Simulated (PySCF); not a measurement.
**Spinor energies of Rb (rubidium, neutral)**

Start: [Kr] 4d1; 4d5/2 filled at m_j = +5/2. Calculated with PySCF 2.14 in x2c-TZVPall-2c (8s9p7d1f, 77 functions): generalised Hartree-Fock with the X2C-1e Hamiltonian and a Gaussian nucleus; one run each with spin-orbit coupling (SO) switched off, then screened by Boettger's factors. This is a chosen level, not necessarily the ground level.

```tsv
spinor shell	electrons	ε, spin-free (eV)	ε, screened SO (eV)	weight of nominal j (screened SO)	rms radius, screened SO (bohr)
1s1/2	2	-15288.8	-15288.3	1.000	0.0464
2s1/2	2	-2109.8	-2109.7	1.000	0.192
2p1/2	2	-1865.0	-1906.9	1.000	0.169
3s1/2	2	-343.45	-343.41	1.000	0.543
3p1/2	2	-262.43	-269.03	1.000	0.550
3p3/2	4	-262.43	-259.28	1.000	0.561
3d3/2	4	-128.11	-129.08	1.000	0.575
3d5/2	6	-128.11	-127.44	1.000	0.579
4s1/2	2	-44.352	-44.345	1.000	1.57
4p1/2	2	-23.761	-24.423	0.999	1.83
4p3/2	4	-23.761	-23.442	0.999	1.86
4d5/2	1	-1.616	-1.617	1.000	9.53
```

Problem. Where does 2p3/2 lie, and what is the 2p spin-orbit splitting (screened SO)?

Solution. At -1845.0 eV, 61.811 eV above 2p1/2.

```csv
quantity,spin-free,screened SO
E (hartree),-2978.92922,-2979.13816
M_J,5/2,5/2
⟨J²⟩,8.750,8.750
⟨L²⟩,6.000,6.006
⟨S²⟩,0.750,0.756
```

Breit and QED terms are absent; they matter most for the inner s and p1/2 levels.

Densities and radii are taken from the X2C orbitals without a picture-change correction, which distorts them close to the nucleus.

Without spin-orbit coupling the j labels of p, d and f shells carry no meaning; the spin-free column gives the mean over the occupied spinors of each nl shell.
